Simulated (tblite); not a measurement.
C₃H₈BBrN₂.
Numbering: `[CH:1]#[N+:2][B@H-:3]([Br:4])[N:5]([CH3:6])[CH3:7]` (hydrogens: H8 on C1; H9 on B3; H10, H11, H12 on C6; H13, H14, H15 on C7)
Bond orders are those of one Lewis drawing.

Computed with GFN2-xTB (tblite), gas phase: L-BFGS steps from a force-field or distance-geometry start until the largest atomic force falls under 0.01 eV/Å.

Step 49: E = -589.6283 eV
```
atom  x, y, z in Å  |  force x, y, z in eV/Å
C1      2.2854   -0.2093   -0.1051   -0.140   0.057   0.050
N2      1.6786    0.7692   -0.0289    0.218  -0.094  -0.018
B3      0.3231    1.4838    0.3337    0.011   0.018   0.001
Br4     0.5766    1.9568    2.2304    0.000  -0.020   0.005
N5     -0.6441    0.4089    0.0985   -0.027  -0.003   0.044
C6     -1.1256    0.1921   -1.2431    0.011   0.002   0.019
C7     -0.6003   -0.8102    0.8531    0.013  -0.027  -0.010
H8      2.8086   -1.1230   -0.1653    0.016   0.018  -0.009
H9      0.2151    2.4284   -0.3645    0.004   0.030   0.003
H10    -2.1425   -0.2060   -1.1965    0.020   0.006  -0.094
H11    -0.4898   -0.5246   -1.7852   -0.056  -0.014  -0.017
H12    -1.1252    1.1310   -1.7916   -0.070  -0.018   0.024
H13    -0.3825   -0.6168    1.9030   -0.065   0.063  -0.033
H14    -1.5636   -1.3182    0.7723    0.048  -0.031   0.054
H15     0.1819   -1.4967    0.4670    0.019   0.014  -0.020
```

Step 50: E = -589.6301 eV
```
atom  x, y, z in Å  |  force x, y, z in eV/Å
C1      2.2728   -0.2175   -0.1008   -0.099   0.005   0.057
N2      1.6774    0.7680   -0.0235    0.211  -0.103  -0.036
B3      0.3224    1.4853    0.3350    0.007   0.048  -0.067
Br4     0.5731    1.9639    2.2247    0.002  -0.002   0.064
N5     -0.6475    0.4109    0.1026   -0.025   0.017   0.011
C6     -1.1283    0.1961   -1.2397    0.002  -0.014  -0.002
C7     -0.5931   -0.8106    0.8510    0.015  -0.010  -0.011
H8      2.7951   -1.1333   -0.1598   -0.008   0.061  -0.010
H9      0.2195    2.4267   -0.3721   -0.005  -0.002   0.039
H10    -2.1446   -0.2027   -1.1965    0.005   0.005  -0.078
H11    -0.4934   -0.5204   -1.7824   -0.037  -0.024  -0.020
H12    -1.1284    1.1336   -1.7907   -0.065  -0.006   0.042
H13    -0.3829   -0.6194    1.9024   -0.064   0.064  -0.015
H14    -1.5478   -1.3317    0.7621    0.029  -0.036   0.052
H15     0.2011   -1.4835    0.4656    0.033  -0.004  -0.025
```

Step 51: E = -589.6324 eV
```
atom  x, y, z in Å  |  force x, y, z in eV/Å
C1      2.2572   -0.2291   -0.0943   -0.098   0.033   0.066
N2      1.6784    0.7667   -0.0166    0.192  -0.124  -0.056
B3      0.3233    1.4873    0.3352   -0.008   0.054  -0.115
Br4     0.5687    1.9735    2.2195    0.005   0.012   0.104
N5     -0.6509    0.4133    0.1075   -0.018   0.036  -0.040
C6     -1.1316    0.2008   -1.2355   -0.016  -0.032  -0.031
C7     -0.5839   -0.8113    0.8481    0.012   0.014  -0.009
H8      2.7781   -1.1447   -0.1537    0.005   0.038  -0.012
H9      0.2250    2.4248   -0.3812   -0.009  -0.031   0.074
H10    -2.1473   -0.1988   -1.1978   -0.020   0.000  -0.043
H11    -0.4994   -0.5155   -1.7803   -0.004  -0.029  -0.021
H12    -1.1343    1.1368   -1.7883   -0.049   0.016   0.053
H13    -0.3855   -0.6210    1.9014   -0.051   0.056   0.008
H14    -1.5275   -1.3493    0.7498    0.013  -0.031   0.042
H15     0.2253   -1.4680    0.4641    0.045  -0.013  -0.021
```

Q: Estimate the geometry and energy of step 52. (The exact step hangs on the optimiser's Hessian estimate; all steps are aligned on step 51, rigid shifts and turns removed.)

A: E = -589.6349 eV, largest force 0.159 eV/Å
```
atom  x, y, z in Å  |  force x, y, z in eV/Å
C1      2.2431   -0.2419   -0.0871   -0.056  -0.012   0.069
N2      1.6859    0.7663   -0.0112    0.115  -0.091  -0.061
B3      0.3257    1.4901    0.3332   -0.032   0.032  -0.108
Br4     0.5584    1.9840    2.2157    0.018   0.014   0.111
N5     -0.6516    0.4153    0.1108   -0.006   0.036  -0.093
C6     -1.1359    0.2052   -1.2317   -0.031  -0.039  -0.061
C7     -0.5728   -0.8118    0.8449    0.015   0.040  -0.008
H8      2.7573   -1.1616   -0.1468    0.003   0.054  -0.011
H9      0.2289    2.4250   -0.3880   -0.003  -0.052   0.084
H10    -2.1511   -0.1941   -1.1986   -0.046  -0.011   0.003
H11    -0.5083   -0.5106   -1.7813    0.030  -0.029  -0.018
H12    -1.1432    1.1408   -1.7843   -0.026   0.040   0.054
H13    -0.3900   -0.6208    1.9006   -0.028   0.043   0.024
H14    -1.5040   -1.3685    0.7368    0.004  -0.017   0.022
H15     0.2534   -1.4518    0.4649    0.043  -0.006  -0.008
```

The energy changes by -0.0026 eV. The first-order estimate −F·Δx gives -0.0036 eV and the mean of the old and new forces, exact on a quadratic surface, -0.0025 eV. The step makes an angle of 81° with the force vector and moves no atom by more than 0.033 Å.

What follows is the cost of the whole relaxation. Time: 1.0 s of wall time. Hardware: an Arm Neoverse N1 with one thread, no GPU (shared host).
